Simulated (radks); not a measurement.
Spherical quantum dot in the effective-mass picture: electrons in a hard-walled sphere of radius 1.5, with a point charge +1 (a donor) at the centre, all in effective atomic units (hartree* = m*/eps^2 hartree, bohr* = eps/m* bohr), one dielectric constant everywhere. Method: non-relativistic Kohn-Sham, PBE, spin-polarised, spherical densities; computed with a radial shooting solver with Libxc functionals. Levels are named by radial order and angular momentum (1s, 1p, 1d, 2s, ...), and open shells are averaged over m. Results are scaled to m* = 0.163 and eps = 4.1, for which hartree* = 263.9 meV and bohr* = 1.331 nm.

N = 10, configuration 1s2 1p6 1d(up 2, down 0). This is the lowest configuration that the search found. Occupied and some empty levels:

level    occupation  eigenvalue (meV)  <r> (nm)
1s up             1            2620.5     1.043
1s down           1            2643.1     1.035
1p up             3            3171.3     1.231
1p down           3            3203.1     1.227
1d up             2            3872.8     1.328
1d down           0            3908.7     1.326
2s up             0            4204.7    0.9498
2s down           0            4220.1    0.9546
1f up             0            4738.6     1.395
1f down           0            4776.5     1.394
2p up             0            5502.1     1.054
2p down           0            5519.9     1.055

Energy (meV): total 19786.6, kinetic 12295, external -3257.8, Hartree 13041, exchange-correlation -2292.5.
